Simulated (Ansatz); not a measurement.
Relaxation of Cl3H6NSiSn (12 atoms, charge 0, multiplicity 1), to a largest force component of 0.03 eV/Å in at most 50 steps.

All numbers below come from RHF/def2-SVP (Ansatz 0.2.0).

```xyz
12
Properties=species:S:1:pos:R:3:forces:R:3
Sn 0.352 -0.001 -0.298 -0.14 -0.14 0.59
H 0.228 -0.418 1.367 0.53 0.18 -0.71
Cl 2.580 -0.117 -0.978 -0.01 0.00 0.00
Cl -0.358 2.157 -0.787 0.01 -0.01 0.01
Cl -0.818 -1.510 -1.632 0.00 0.01 0.00
N -2.372 -0.179 1.553 0.95 -0.41 0.39
H -2.952 -0.891 1.147 -0.01 0.01 0.01
Si -3.093 1.186 2.360 0.01 -0.01 -0.01
H -3.891 0.826 3.561 0.01 0.00 0.00
H -1.982 2.063 2.791 -0.02 0.00 0.00
H -3.987 1.886 1.415 0.00 0.00 -0.01
H -1.538 -0.603 1.976 -1.32 0.37 -0.26
```

Question: Where does it end, and by what steps?

Answer: It converged. The force dipped under the threshold on the way, but the program's further checks kept it going. After 24 steps the energy has fallen by 0.293 eV; Cl5 moved furthest, 0.80 Å.

| step | energy less start (eV) | largest force component (eV/Å) | accepted |
| --- | --- | --- | --- |
| 0 | 0.0000 | 1.325 | yes |
| 1 | -0.1156 | 0.522 | yes |
| 2 | -0.1471 | 0.473 | yes |
| 3 | -0.1737 | 0.936 | yes |
| 4 | -0.2187 | 0.172 | yes |
| 5 | -0.2412 | 0.225 | yes |
| 6 | -0.2595 | 0.589 | yes |
| 7 | -0.2658 | 0.365 | yes |
| 8 | -0.2764 | 0.156 | yes |
| 9 | -0.2790 | 0.085 | yes |
| 10 | -0.2767 | 0.197 | no |
| 11 | -0.2828 | 0.102 | yes |
| 12 | -0.2866 | 0.033 | yes |
| 13 | -0.2874 | 0.023 | yes |
| 14 | -0.2878 | 0.036 | yes |
| 15 | -0.2884 | 0.036 | yes |
| 16 | -0.2895 | 0.042 | yes |
| 17 | -0.2902 | 0.069 | yes |
| 18 | -0.2908 | 0.092 | yes |
| 19 | -0.2917 | 0.094 | yes |
| 20 | -0.2923 | 0.079 | yes |
| 21 | -0.2927 | 0.065 | yes |
| 22 | -0.2931 | 0.051 | yes |
| 23 | -0.2934 | 0.039 | yes |
| 24 | -0.2935 | 0.028 | yes |

```xyz
12
Properties=species:S:1:pos:R:3
Sn 0.131 0.022 0.011
H 0.577 -0.034 1.632
Cl 2.201 0.148 -1.112
Cl -0.928 1.945 -0.803
Cl -0.768 -1.920 -0.947
N -2.261 -0.176 1.311
H -2.877 -0.397 0.544
Si -2.831 1.186 2.298
H -3.745 0.711 3.364
H -1.658 1.821 2.932
H -3.540 2.128 1.416
H -2.134 -1.032 1.829
```

Whether the end is a true minimum wasn't checked by a vibrational analysis.

The run took 52 s on 4 threads of Arm Neoverse V2, with other jobs on the host, peak memory 0.42 GiB.
